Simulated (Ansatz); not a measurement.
Steps of a relaxation of `F[Si]N([SiH3])[SiH3]` with RKS PBE0-D4/def2-TZVP.

```sh
$ ansatz run in.yaml --threads 4 --pin off --events-out ev --progress --plain --max-ram 10444MiB
```

```yaml
crystal:
  periodic: [false, false, false]
  atoms:
    - {symbol: F, position_ang: [0.655656, -2.796089, -0.100537]}
    - {symbol: Si, position_ang: [-0.681100, -1.996151, -0.712270]}
    - {symbol: N, position_ang: [-0.231279, -0.377655, -0.195290]}
    - {symbol: Si, position_ang: [-1.299836, 1.000987, -0.551115]}
    - {symbol: Si, position_ang: [1.300313, -0.096301, 0.700046]}
    - {symbol: H, position_ang: [-0.593326, 2.018284, -1.403648]}
    - {symbol: H, position_ang: [-2.491414, 0.459043, -1.292142]}
    - {symbol: H, position_ang: [-1.752002, 1.666281, 0.719193]}
    - {symbol: H, position_ang: [1.302929, -0.822136, 2.013375]}
    - {symbol: H, position_ang: [1.365482, 1.385144, 0.962128]}
    - {symbol: H, position_ang: [2.490078, -0.498407, -0.119040]}
basis:
  gaussian: {orbitals: def2-TZVP}
hamiltonian: {xc: pbe0, dispersion: d4}
relax: {f_tol: 0.005, max_steps: 150}
```

Positions (Å) and forces (eV/Å) along the path, 7 of 7 steps:

```xyz
11
step=1 energy=-27928.4242 eV
F     0.656   -2.796   -0.101   -0.914    0.513   -0.424
Si   -0.681   -1.996   -0.712    1.137    0.338    0.689
N    -0.231   -0.378   -0.195   -0.017   -0.129   -0.025
Si   -1.300    1.001   -0.551    0.268   -0.347    0.085
Si    1.300   -0.096    0.700   -0.382   -0.009   -0.197
H    -0.593    2.018   -1.404   -0.141   -0.243    0.195
H    -2.491    0.459   -1.292    0.259    0.105    0.160
H    -1.752    1.666    0.719    0.114   -0.165   -0.276
H     1.303   -0.822    2.013   -0.019    0.157   -0.312
H     1.365    1.385    0.962   -0.027   -0.303   -0.061
H     2.490   -0.498   -0.119   -0.278    0.082    0.166
11
step=2 energy=-27928.4932 eV
F     0.639   -2.784   -0.107   -0.617    0.344   -0.286
Si   -0.677   -1.975   -0.706    0.737    0.091    0.426
N    -0.226   -0.375   -0.191   -0.004   -0.098   -0.018
Si   -1.284    0.990   -0.545    0.191   -0.264    0.062
Si    1.288   -0.086    0.695   -0.303   -0.035   -0.169
H    -0.578    1.993   -1.388   -0.039   -0.048    0.045
H    -2.463    0.450   -1.278    0.054    0.039    0.035
H    -1.728    1.644    0.717    0.021   -0.028   -0.067
H     1.286   -0.810    1.993    0.009    0.044   -0.065
H     1.346    1.383    0.952    0.003   -0.073   -0.009
H     2.462   -0.487   -0.121   -0.052    0.027    0.047
11
step=3 energy=-27928.5171 eV
F     0.611   -2.777   -0.120   -0.044   -0.001   -0.025
Si   -0.672   -1.958   -0.699    0.023   -0.086   -0.001
N    -0.220   -0.378   -0.188    0.029    0.038    0.025
Si   -1.270    0.974   -0.540   -0.012    0.022   -0.005
Si    1.277   -0.081    0.690   -0.008    0.033    0.000
H    -0.568    1.976   -1.378    0.012    0.008   -0.010
H    -2.449    0.444   -1.272   -0.006   -0.008   -0.004
H    -1.713    1.630    0.715   -0.004    0.002    0.016
H     1.283   -0.797    1.986    0.002   -0.015    0.013
H     1.333    1.383    0.947   -0.005    0.016    0.000
H     2.454   -0.473   -0.119    0.013   -0.010   -0.009
11
step=4 energy=-27928.5177 eV
F     0.605   -2.785   -0.125   -0.008   -0.006   -0.005
Si   -0.673   -1.960   -0.699   -0.003   -0.009   -0.003
N    -0.219   -0.379   -0.187    0.020   -0.005    0.009
Si   -1.269    0.974   -0.539   -0.006    0.002   -0.002
Si    1.277   -0.077    0.691   -0.010    0.013   -0.002
H    -0.565    1.976   -1.379    0.001    0.002    0.000
H    -2.447    0.443   -1.272   -0.002    0.001   -0.002
H    -1.713    1.629    0.717    0.000    0.003    0.001
H     1.285   -0.795    1.987    0.003   -0.001    0.004
H     1.330    1.388    0.946    0.000    0.000    0.001
H     2.454   -0.470   -0.118    0.005    0.001   -0.001
11
step=5 energy=-27928.5177 eV rejected
F     0.592   -2.794   -0.132   -0.006   -0.013   -0.005
Si   -0.682   -1.959   -0.701    0.031    0.000    0.017
N    -0.215   -0.382   -0.183   -0.057    0.023   -0.027
Si   -1.267    0.971   -0.539    0.017   -0.005    0.008
Si    1.279   -0.073    0.692    0.015   -0.014    0.005
H    -0.562    1.972   -1.378    0.002    0.002   -0.002
H    -2.445    0.440   -1.273    0.001   -0.005    0.000
H    -1.712    1.628    0.716   -0.002    0.002    0.003
H     1.293   -0.792    1.988   -0.001    0.002   -0.001
H     1.325    1.392    0.949    0.001    0.004    0.002
H     2.459   -0.460   -0.117   -0.002    0.003    0.000
11
step=6 energy=-27928.5178 eV
F     0.600   -2.791   -0.129   -0.004    0.001   -0.002
Si   -0.676   -1.961   -0.700    0.000   -0.001    0.000
N    -0.218   -0.380   -0.186    0.001   -0.002    0.001
Si   -1.268    0.973   -0.539    0.000    0.002   -0.001
Si    1.278   -0.075    0.691    0.002    0.003    0.002
H    -0.564    1.975   -1.378    0.002   -0.001    0.000
H    -2.446    0.442   -1.273    0.000    0.000    0.000
H    -1.712    1.630    0.716    0.000   -0.002    0.001
H     1.288   -0.793    1.987    0.001    0.000    0.000
H     1.328    1.389    0.947   -0.002    0.001    0.000
H     2.456   -0.466   -0.118    0.000    0.001    0.000
11
step=7 energy=-27928.5178 eV
F     0.596   -2.793   -0.131    0.001   -0.001    0.000
Si   -0.679   -1.960   -0.700    0.002    0.000    0.002
N    -0.217   -0.381   -0.185   -0.002   -0.002   -0.003
Si   -1.267    0.973   -0.539    0.001   -0.004    0.002
Si    1.278   -0.074    0.692    0.000   -0.001    0.001
H    -0.561    1.973   -1.379   -0.002    0.001    0.001
H    -2.445    0.441   -1.273    0.000    0.002   -0.001
H    -1.711    1.628    0.717    0.000    0.003   -0.002
H     1.291   -0.793    1.987    0.000    0.000   -0.001
H     1.325    1.391    0.948    0.001    0.001    0.001
H     2.457   -0.462   -0.118   -0.001    0.001    0.000
```

Hardware: 4 threads of an Arm Neoverse V2 on a shared host. Wall time 27 s, peak host memory 0.62 GiB.
